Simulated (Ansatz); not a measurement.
Two members of one family (Oligo(3-methylthiophene)), computed with Ansatz in the gas phase. Binding counts from free atoms in the multiplicity of their measured ground term, without zero-point energy. The structures are stationary points that may keep the symmetry of their start.

First: Cc1csc(-c2sc(-c3sc(-c4sc(-c5sccc5C)cc4C)cc3C)cc2C)c1 (singlet, charge 0, r2SCAN-D4/def2-SVP geometry).

```xyz
52

C     1.1713   -8.9227   -1.7971
C     0.0925   -7.8932   -1.9512
C    -1.1386   -8.1300   -2.5287
S    -2.1496   -6.7356   -2.5199
C    -0.9230   -5.7714   -1.7225
C    -1.1148   -4.3773   -1.4030
S     0.2825   -3.4288   -0.9568
C    -0.6720   -1.9857   -0.7101
C    -0.1068   -0.7383   -0.2687
S    -1.1928    0.5089    0.2993
C     0.1169    1.6234    0.6062
C    -0.0976    2.9584    1.0962
S     1.2218    4.1021    1.0036
C     0.2800    5.3737    1.7405
C     0.8193    6.6837    2.0106
S    -0.0716    7.7526    3.0726
C     1.0876    9.0083    2.8912
C     2.1176    8.6272    2.0651
C     1.9852    7.3031    1.5520
C     2.9839    6.6833    0.6223
C    -0.9971    4.9032    2.0235
C    -1.2285    3.5533    1.6681
C    -2.5423    2.8668    1.8903
C     1.3278    1.0190    0.2826
C     1.2232   -0.3051   -0.2053
C     2.4129   -1.1272   -0.5969
C    -2.0077   -2.2629   -0.9815
C    -2.2738   -3.5958   -1.3745
C    -3.6479   -4.0818   -1.7233
C     0.2060   -6.5485   -1.4976
H     1.3899   -9.1114   -0.7336
H     0.8826   -9.8790   -2.2572
H     2.1106   -8.5888   -2.2681
H    -1.5095   -9.0655   -2.9501
H     0.9481    9.9575    3.4070
H     2.9591    9.2799    1.8168
H     3.5372    5.8589    1.1029
H     3.7198    7.4317    0.2954
H     2.5012    6.2641   -0.2761
H    -1.7628    5.5342    2.4796
H    -3.2118    3.5026    2.4863
H    -2.4188    1.9083    2.4203
H    -3.0532    2.6438    0.9373
H     2.2860    1.5290    0.4084
H     3.3263   -0.5160   -0.5775
H     2.3053   -1.5487   -1.6091
H     2.5640   -1.9759    0.0913
H    -2.7885   -1.5014   -0.9075
H    -3.7363   -4.3166   -2.7972
H    -3.9109   -4.9984   -1.1711
H    -4.3989   -3.3134   -1.4874
H     1.0962   -6.1575   -0.9977
```

```json
{"level": "PBE-D4/def2-SVP", "HOMO (eV)": "-4.27", "LUMO (eV)": "-2.48", "gap (eV)": "1.78", "binding per atom (eV)": "5.14"}
{"level": "PBE0-D4/def2-SVP", "HOMO (eV)": "-5.04", "LUMO (eV)": "-1.97", "gap (eV)": "3.07", "binding per atom (eV)": "5.03"}
```

Second: Cc1csc(-c2sc(-c3sc(-c4sc(-c5sc(-c6sccc6C)cc5C)cc4C)cc3C)cc2C)c1 (singlet, charge 0, r2SCAN-D4/def2-SVP geometry).

Cartesian coordinates in Å:
```
C 7.471 -5.351 7.299
C 6.791 -4.168 6.678
C 6.822 -2.888 7.190
S 5.931 -1.772 6.227
C 5.460 -3.023 5.100
C 4.621 -2.713 3.965
S 3.511 -1.371 4.050
C 2.952 -1.625 2.413
C 1.947 -0.804 1.796
S 1.381 -1.243 0.201
C 0.274 0.108 0.131
C -0.580 0.359 -0.996
S -1.684 1.713 -0.916
C -2.319 1.396 -2.513
C -3.355 2.193 -3.114
S -3.988 1.706 -4.670
C -5.089 3.056 -4.734
C -5.957 3.243 -5.873
S -5.495 2.616 -7.437
C -6.945 3.185 -8.164
C -7.743 3.839 -7.255
C -7.198 3.880 -5.938
C -7.904 4.506 -4.773
C -4.965 3.821 -3.582
C -3.998 3.351 -2.660
C -3.708 4.044 -1.363
C -1.682 0.283 -3.053
C -0.708 -0.311 -2.220
C 0.085 -1.517 -2.626
C 0.364 0.843 1.311
C 1.294 0.348 2.254
C 1.532 1.002 3.580
C 3.610 -2.723 1.865
C 4.551 -3.344 2.721
C 5.388 -4.516 2.309
C 6.010 -4.237 5.486
H 8.200 -5.803 6.605
H 8.009 -5.068 8.216
H 6.744 -6.137 7.562
H 7.333 -2.543 8.091
H -7.131 3.009 -9.223
H -8.711 4.273 -7.513
H -7.536 5.527 -4.569
H -7.762 3.917 -3.854
H -8.983 4.584 -4.972
H -5.534 4.737 -3.418
H -4.315 4.957 -1.272
H -3.934 3.403 -0.494
H -2.647 4.333 -1.280
H -1.919 -0.100 -4.049
H -0.083 -2.366 -1.942
H 1.169 -1.312 -2.625
H -0.197 -1.840 -3.639
H -0.238 1.737 1.490
H 0.928 1.915 3.673
H 2.591 1.280 3.715
H 1.268 0.336 4.418
H 3.424 -3.064 0.844
H 4.970 -5.468 2.679
H 5.443 -4.587 1.213
H 6.413 -4.435 2.705
H 5.820 -5.168 4.949
```

**Question.** What does the change do? Estimate second minus first.

**Answer.** 
```tsv
level	Δ HOMO (eV)	Δ LUMO (eV)	Δ gap (eV)	Δ binding per atom (eV)
PBE-D4/def2-SVP	0.07	-0.09	-0.16	0.02
PBE0-D4/def2-SVP	0.10	-0.11	-0.21	0.02
```
